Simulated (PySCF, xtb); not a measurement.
C3H7FSi, SMILES FC1C[SiH2]C1.

Coordinates come from a ωB97X-D3(BJ)/def2-SVP optimisation. This is a generated structure with no PubChem entry under its InChIKey; it may be hypothetical.

Calculation: C-PCM-B3LYP/def2-SVP (PySCF).

The values are the electrostatic part of the solvation free energy, E(continuum) − E(gas) at the gas-phase geometry, in a cavity of scaled van der Waals radii (PySCF's table); cavitation and dispersion terms are not included. In vacuum the orbital gap is 8.69 eV. The dipole moment in vacuum is 1.42 D.

```
solvent         ε  ΔG(elec) (kcal/mol)  dipole (D)  gap (eV)
----------  -----  -------------------  ----------  --------
water       78.36                 -2.3        1.69      8.76
chloroform   4.71                 -1.8        1.62      8.75
ethanol     24.85                 -2.3        1.68      8.76
```

For comparison, GFN2-xTB/ALPB(water) (xtb, at the GFN2-xTB geometry, all terms of that model) gives -2.3 kcal/mol.
